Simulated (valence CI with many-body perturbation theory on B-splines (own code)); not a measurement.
# Level structure of Pb LXX

Computed by valence CI with perturbative core correlation (CI+MBPT): three valence electrons over a frozen Dirac-Fock core [Ne], radial functions for each j: 11 s, 11 p, 10 d, 8 f, 5 g, 2 h, with the one-electron correlation potential Σ1, the two-electron term Σ2, the three-electron term Σ3, Breit, model QED; selected CI, second order for the rest, scaled by the run's own slope (own B-spline code, finite nucleus).

The last digits are not significant, and no measured levels were compared; by estimate large intervals hold to a few tenths of a per cent, small ones and those within an open d or f shell to about a per cent.

Levels 136 to 157 of 157, with energies above the lowest level, (3s^2 3p1/2) J=1/2. "Leading %" is the weight of the configuration and term that name the level; weights of strongly mixed levels are sums over their largest components and can fall short. In the jj column 3d3/2^4 stands for four electrons in 3d with j = 3/2.

```tsv
No.	Configuration	Term	J	E (eV)	Leading %	Second component	g	Leading jj
136	3d³	²D	5/2	3095.0	49	26 % 3d³ ⁴P	1.205	3d3/2^2 3d5/2 (98 %)
137	3d³	⁴F	7/2	3180.2	70	28 % 3d³ ²G	1.124	3d3/2 3d5/2^2 (99 %)
138	3d³	⁴F	9/2	3185.2	48	40 % 3d³ ²H	1.122	3d3/2 3d5/2^2 (99 %)
139	3d³	⁴P	3/2	3194.3	40	37 % 3d³ ²D	1.093	3d3/2 3d5/2^2 (100 %)
140	3d³	²H	11/2	3195.3	100		1.075	3d3/2 3d5/2^2 (100 %)
141	3d³	²P	1/2	3198.3	56	44 % 3d³ ⁴P	1.525	3d3/2 3d5/2^2 (100 %)
142	3d³	⁴P	5/2	3198.4	44	36 % 3d³ ²D	1.311	3d3/2 3d5/2^2 (98 %)
143	3d³	²F	7/2	3209.3	76	22 % 3d³ ²G	1.074	3d3/2 3d5/2^2 (99 %)
144	3d³	²F	5/2	3210.6	45	39 % 3d³ ²D	1.075	3d3/2 3d5/2^2 (99 %)
145	3d³	²D	3/2	3238.3	83	13 % 3d³ ²P	0.851	3d3/2 3d5/2^2 (98 %)
146	3d³	²G	9/2	3316.8	48	41 % 3d³ ⁴F	1.164	3d5/2^3 (99 %)
147	3d³	²P	3/2	3336.5	44	38 % 3d³ ²D	1.154	3d5/2^3 (98 %)
148	3d³	²D	5/2	3349.4	58	21 % 3d³ ²F	1.165	3d5/2^3 (98 %)
149	3s²4s	²S	1/2	3903.6	99		1.990	3s^2 4s (99 %)
150	3s²4p	²P°	1/2	3992.1	98		0.660	3s^2 4p1/2 (98 %)
151	3s3p4s	⁴P°	1/2	4072.1	85	15 % 3s3p4s ²P°	2.350	3s 3p1/2 4s (99 %)
152	3s3p4s	⁴P°	3/2	4087.5	59	40 % 3s3p4s ²P°	1.550	3s 3p1/2 4s (99 %)
153	3s3p4s	²P°	1/2	4101.7	94	5 % 3s3p4s ⁴P°	0.746	3s 3p1/2 4s (99 %)
154	3s3p4p	⁴D	1/2	4154.0	71	20 % 3s3p4p ²P	0.289	3s 3p1/2 4p1/2 (100 %)
155	3s3p4p	⁴D	3/2	4169.9	40	33 % 3s3p4p ²D	1.105	3s 3p1/2 4p1/2 (99 %)
156	3s3p4p	⁴P	1/2	4188.3	46	30 % 3s3p4p ²S	1.933	3s 3p1/2 4p1/2 (99 %)
157	3s²4p	²P°	3/2	4234.7	98		1.327	3s^2 4p3/2 (98 %)
```
